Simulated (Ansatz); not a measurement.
Total energies of CaF₂⁻ (the lowest doublet isomer of a short search) from Ansatz at CCSD(T)/def2-TZVPPD, gas phase (1 Eh = 27.2114 eV = 2625.5 kJ/mol). The reference geometry is relaxed at PBE0-D4/def2-TZVPD.

```xyz
3

Ca   -0.4662   -0.1304    0.4846
F    -0.8714    1.2311   -0.9911
F     1.3375   -1.1007    0.5065
```

```tsv
state	geometry	energy (Eh)
charge -1 doublet	reference	-876.66035
charge 0 singlet	reference	-876.62882
charge -1 quartet	relaxed at PBE0-D4/def2-TZVPD	-876.43934
```

Correlated methods freeze 7 core orbitals; core or outer-core shells of Ca are correlated, in sets that lack core-valence functions.

Question: Work out the vertical ionisation energy to the singlet.

Answer: E(charge 0 singlet) − E(charge -1 doublet) = -876.62882 − (-876.66035) = 0.03153 Eh = 0.86 eV.

Question: Which of the charge -1 states is lowest, and how far above it are the others?

Answer: The doublet. quartet: -876.43934 − (-876.66035) = 0.22101 Eh = 580.3 kJ/mol.

At CCSD(T)/def2-TZVPPD T1 of the charge -1 quartet is large (up to 0.047), so the single-reference result is doubtful.

The structure comes from a short search, and lower isomers may exist.
